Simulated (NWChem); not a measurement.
# Basis-set convergence for Cl$_{2}$Pb

```xyz
3

Pb     0.0000     0.0000    -0.4658
Cl     1.9363     0.0000     1.1233
Cl    -1.9363     0.0000     1.1233
```
Charge 0, spin multiplicity 1.

All runs are NWChem calculations. All single points use one geometry, from B3LYP/def2-SVP with def2 effective core potentials on Pb, a minimum by its harmonic frequencies.

Quantity: LUMO energy at the level B3LYP.

Effective core potentials replace the inner electrons of Pb; spin-orbit coupling is left out. B3LYP has NWChem's definition, with VWN1-RPA local correlation. The structure started from a generated list of species.

```tsv
basis	functions	LUMO energy (eV)
def2-SVP	62	-3.30
def2-SVPD	86	-3.60
def2-TZVP	124	-3.51
def2-TZVPP	134	-3.51
def2-TZVPD	148	-3.57
def2-QZVP	222	-3.55
```

Smallest basis within 0.2 eV of def2-QZVP, the largest set run: def2-SVPD, with 86 functions against 222 (also within reach: def2-TZVP, def2-TZVPP, def2-TZVPD). def2-QZVP isn't the basis-set limit itself, and a small set can land close by cancellation.
